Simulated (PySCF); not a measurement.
TlH and its ions

PBE0; basis Tl cc-pVTZ-PP with ECP60, H cc-pVTZ; scalar-relativistic core potentials; PySCF 2.14. Neutral (UKS): singlet (closed shell), Re = 1.909 Å, ωe = 1380 cm⁻¹, De = 2.48 eV, HOMO -5.70 eV, LUMO -1.64 eV.

TlH⁺ (UKS): doublet (σ ↑), Re = 2.583 Å, ωe = 266 cm⁻¹. The energies at the minima are -173.09051 hartree for TlH and -172.80326 for TlH⁺.

Work out the adiabatic ionisation energy, without and with harmonic zero-point energies (1 hartree = 27.2114 eV, 1 eV = 8065.5 cm⁻¹), and the change of the bond length.

At PBE0: 0.28725 hartree = 7.816 eV between the minima; the zero-point term (266.0 − 1380.0)/2 cm⁻¹ = -0.069 eV makes it 7.747 eV. Re changes by +67.4 pm against the neutral. Minus the HOMO energy is 5.70 eV, -2.12 eV from the value between the minima; self-interaction puts the Kohn–Sham level too high, less so with exact exchange. The electron leaves a σ orbital, and the ion is left as a loose complex of an ion and an atom.

These are scalar-relativistic numbers at best; spin–orbit coupling would shift them, the dissociation energy most. States were picked by a PBE0 search and need not be the measured ground states.
